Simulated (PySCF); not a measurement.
Species: C₇H₁₀Si.
Z-matrix (Å and degrees, GFN2-xTB geometry), rows numbered from 1:
```
C 
Si  1  1.9003
C   2  1.8904  1  109.88
C   3  1.3919  2  121.10  1   -89.93
C   4  1.3831  3  121.33  2  -179.82
C   5  1.3846  4  119.96  3    -0.03
C   6  1.3847  5  119.63  4    -0.28
C   7  1.3832  6  119.98  5     0.31
H   1  1.0864  2  111.40  3    60.13
H   1  1.0860  2  110.95  3  -179.96
H   1  1.0864  2  111.43  3   -59.98
H   2  1.4689  1  109.78  3  -119.66
H   2  1.4689  1  109.80  3   119.67
H   4  1.0813  3  119.26  2     0.01
H   5  1.0811  4  120.05  3   179.85
H   6  1.0806  5  120.20  4   179.63
H   7  1.0811  6  119.96  5  -179.82
H   8  1.0813  3  119.26  2     0.03
```

Definitions: NICS(0) = −σiso at the ring centroid; NICS(1) = −σiso and NICS(1)zz = −σzz at ±1 Å along the ring normal z. Level: GIAO PBE0/pcSseg-1 (PySCF, non-relativistic, gas phase) on the GFN2-xTB geometry, one conformer.

Ring bond lengths (Å), with Mayer bond orders in brackets: C3–C4 1.392 (1.42), C4–C5 1.383 (1.45), C5–C6 1.385 (1.43), C6–C7 1.385 (1.43), C7–C8 1.383 (1.45), C8–C3 1.392 (1.42).

**Question.** Give the NICS values of each ring in ppm.

**Answer.** 
```
             ring                                              type  NICS(0)  NICS(1), two faces  NICS(1)zz, two faces  rms pucker (Å)  centre to ring atoms, mean (Å)
C3–C4–C5–C6–C7–C8  6-membered carbocycle; formal bonds all aromatic     -8.0       -11.4 / -11.3         -29.3 / -28.7            0.00                            1.39
```

**Question.** What can be read from them?

**Answer.** 
- C3–C4–C5–C6–C7–C8: mean NICS(1)zz -29.0 ppm, shielded. For a flat ring without four-coordinate atoms the NICS criterion counts such a value as aromatic.

**Question.** How equal are the bonds by HOMA? Use HOMA with the parameters of Krygowski (1993).

**Answer.** 
- C3–C4–C5–C6–C7–C8: HOMA 1.00 = 1 − EN − GEO, with mean bond length 1.387 Å, EN = α(Ropt − mean)² = 0.001 and GEO = α × variance = 0.004. The geometric and the magnetic index point the same way.

**Question.** What is the mean of the two in-plane components of NICS at the second NICS(1) probe listed for ring C3–C4–C5–C6–C7–C8, 1 Å off the ring?

**Answer.** The isotropic value is a third of the trace: (3 × -11.3 − (-28.7))/2 = -2.6 ppm.

**Question.** How shielded are the nuclei of the rings and their hydrogens (means over atoms taken as equivalent)?

**Answer.** 
```json
{"atoms": "C3", "environment": "substituted aromatic carbon", "σ isotropic (ppm)": "46.3", "principal values of the symmetric part, first atom (ppm)": "-48.8, -5.3, 193.0"}
{"atoms": "C4 (×2)", "environment": "aromatic CH carbon", "σ isotropic (ppm)": "46.2", "principal values of the symmetric part, first atom (ppm)": "-70.0, 36.1, 172.6"}
{"atoms": "C5 (×2)", "environment": "aromatic CH carbon", "σ isotropic (ppm)": "53.7", "principal values of the symmetric part, first atom (ppm)": "-58.5, 41.7, 178.0"}
{"atoms": "C6", "environment": "aromatic CH carbon", "σ isotropic (ppm)": "51.9", "principal values of the symmetric part, first atom (ppm)": "-59.8, 36.1, 179.6"}
{"atoms": "H14 (×2)", "environment": "aromatic hydrogen", "σ isotropic (ppm)": "23.87", "principal values of the symmetric part, first atom (ppm)": "19.9, 22.7, 29.0"}
{"atoms": "H15 (×2)", "environment": "aromatic hydrogen", "σ isotropic (ppm)": "24.07", "principal values of the symmetric part, first atom (ppm)": "20.7, 24.4, 27.1"}
{"atoms": "H16", "environment": "aromatic hydrogen", "σ isotropic (ppm)": "24.06", "principal values of the symmetric part, first atom (ppm)": "20.8, 24.5, 26.8"}
```
